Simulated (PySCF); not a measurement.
Bi(Me)2(OH) (C₂H₇BiO), SMILES [CH3][Bi]([CH3])[OH].

The structure is a stationary point at PBE-D3(BJ)/def2-SVP. The structure was generated by enumeration; whether it is a known compound was not checked. The def2 effective core potentials stand for the cores of Bi; spin–orbit coupling is left out. Other conformers were not sampled.

Two levels are set side by side: TDDFT-PBE/def2-SVPD (PySCF) and TDDFT-CAM-B3LYP/def2-SVPD (PySCF). Vertical, same geometry. The lowest singlet is HOMO→LUMO 100 % with PBE and HOMO→LUMO 98 % with the other functional; states are paired by order. Differences are taken from unrounded values.

```
quantity                               TDDFT-CAM-B3LYP
-------------------------------------  ---------------
lowest singlet excitation (eV)                    5.11
lowest triplet excitation (TDA) (eV)              4.48
first bright state (f over 0.05) (eV)             6.10
its oscillator strength                           0.13
```

**Question.** What does TDDFT-PBE give, and how far is it from TDDFT-CAM-B3LYP? (Estimate from the structure and the level; the computed values follow.)

**Answer.** 
```json
[
 {"quantity": "lowest singlet excitation (eV)", "TDDFT-PBE": "4.61", "TDDFT-PBE minus TDDFT-CAM-B3LYP": "-0.50"},
 {"quantity": "lowest triplet excitation (TDA) (eV)", "TDDFT-PBE": "4.25", "TDDFT-PBE minus TDDFT-CAM-B3LYP": "-0.23"},
 {"quantity": "first bright state (f over 0.05) (eV)", "TDDFT-PBE": "6.08", "TDDFT-PBE minus TDDFT-CAM-B3LYP": "-0.03"},
 {"quantity": "its oscillator strength", "TDDFT-PBE": "0.19", "TDDFT-PBE minus TDDFT-CAM-B3LYP": "0.06"}
]
```

A lower first singlet is the usual sign of a functional without exact exchange. Differences between two approximate levels are no errors against the true value.

Rough cost on one machine, each run with all the roots and properties that it gave: TDDFT-CAM-B3LYP against TDDFT-PBE about 7 times.
